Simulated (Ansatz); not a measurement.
A nudged elastic band was laid between two geometries of AlClH₅NO (9 atoms, charge 0, multiplicity 1).

Level of theory: Ansatz, RKS PBE0/6-31G*.

```yaml
movable_images: 4
climbing_image: no
spring: 5.0 eV/Å²
optimiser: quadratic models (default)
start_path: through a guess of the saddle point
force_threshold: 0.05 eV/Å
iteration_limit: 60
end_points: relaxed
```

First end point:

```xyz
9
Properties=species:S:1:pos:R:3
Al 0.079 0.024 0.070
H -0.004 -0.791 1.437
N 1.570 0.013 -0.902
H 2.458 -0.330 -0.564
H 1.622 0.223 -1.889
Cl -1.725 0.239 -1.108
O -0.197 1.841 0.934
H -0.928 2.278 0.464
H -0.490 1.711 1.850
```

Last end point:

```xyz
9
Properties=species:S:1:pos:R:3
Al 0.092 0.642 -0.690
H -0.711 0.124 2.983
N 1.669 0.104 -1.255
H 1.821 -0.702 -1.843
H 2.540 0.559 -1.023
Cl -1.634 -0.403 -1.294
O -0.028 2.001 0.331
H -0.887 2.302 0.641
H -0.477 0.581 2.444
```

**Question.** What changes between the two ends?

**Answer.** Bonds broken: Al1–H2, O7–H9. Bonds formed: H2–H9. AlClH5NO becomes AlClH3NO + H2.

**Question.** What energy profile does the band end with?

**Answer.** The run converged. The highest image is number 1 of 0 to 5, 0.139 eV above the first end and 0.307 eV above the last; the last end lies 0.168 eV below the first. The profile has 2 maxima (images 1, 3) with wells between them (image 2): this band takes more than one step, which may be the mechanism or a detour left from its start path. No image climbed, so the highest image needn't sit at the top of the path. A band with more images between the same ends climbed to 0.83 eV, so this one has probably stepped over the top. The orbitals stay closed-shell, which can raise the energy where a bond breaks towards radicals; this wasn't checked here.

```tsv
image	path coordinate (Å)	energy (eV)	Al1–H2 (Å)	O7–H9 (Å)	H2–H9 (Å)
0	0.00	0.000	1.59	0.97	2.58
1	1.80	0.139	1.59	0.97	2.69
2	3.59	-0.033	1.59	0.97	3.22
3	5.39	0.010	1.60	0.97	2.41
4	7.19	-0.008	2.37	2.16	0.76
5	8.98	-0.168	3.80	2.59	0.74
```

**Question.** What is the geometry of the highest image?

**Answer.** 
```xyz
9
Properties=species:S:1:pos:R:3:forces:R:3
Al 0.080 -0.063 0.169 0.00 0.00 0.00
H -0.057 -0.751 1.598 0.00 0.00 0.00
N 1.614 -0.003 -0.756 0.00 0.00 0.00
H 1.873 -0.686 -1.454 0.00 0.00 0.01
H 2.099 0.865 -0.939 0.00 0.00 -0.01
Cl -1.803 -0.099 -0.917 0.00 0.00 0.00
O -0.139 1.858 0.713 0.00 0.00 0.00
H -0.920 2.170 0.222 0.00 0.00 0.00
H -0.361 1.917 1.656 0.00 0.00 0.00
```

Time of the run: 6.6 min on 1 thread of Arm Neoverse V1 (shared host), peak memory 0.16 GiB.
